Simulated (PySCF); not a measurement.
Dipole response of Tm (thulium, neutral)

[Xe] 4f13 6s1 6p1, one real determinant (an excited configuration). Computed with PySCF 2.14 in ANO-RCC-VTZP, with the spin-free X2C one-electron Hamiltonian (Gaussian nucleus). Coupled (time-dependent) response in atomic units; α is the mean over directions. The basis has no added diffuse functions, which lowers α and C₆.

```csv
method,mean α (bohr³),"α xx, yy, zz",C₆ (like pair),S(−4)
UHF,146.4,"145.7, 145.7, 147.7",1729,20060
```

S(−4) is the Cauchy moment in α(ω) = α(0) + S(−4) ω² + …

Spin-orbit coupling is absent.

α(iu) at UHF:

```json
{"u (hartree)": "0", "α(iu) (bohr³)": "146.4"}
{"u (hartree)": "0.0500", "α(iu) (bohr³)": "112.8"}
{"u (hartree)": "0.100", "α(iu) (bohr³)": "73.53"}
{"u (hartree)": "0.200", "α(iu) (bohr³)": "36.17"}
{"u (hartree)": "0.300", "α(iu) (bohr³)": "22.63"}
{"u (hartree)": "0.500", "α(iu) (bohr³)": "13.00"}
{"u (hartree)": "0.750", "α(iu) (bohr³)": "8.588"}
{"u (hartree)": "1.00", "α(iu) (bohr³)": "6.355"}
{"u (hartree)": "1.50", "α(iu) (bohr³)": "4.037"}
{"u (hartree)": "2.00", "α(iu) (bohr³)": "2.866"}
{"u (hartree)": "3.00", "α(iu) (bohr³)": "1.727"}
{"u (hartree)": "5.00", "α(iu) (bohr³)": "0.8656"}
```

The components differ because the open shell of this determinant is not spherical; for a pure term their mean is the scalar polarisability.

⟨L²⟩ = 14.07 against 20 for a pure G term, so this real determinant mixes terms. Spin-orbit coupling, absent here, splits the open shell strongly.
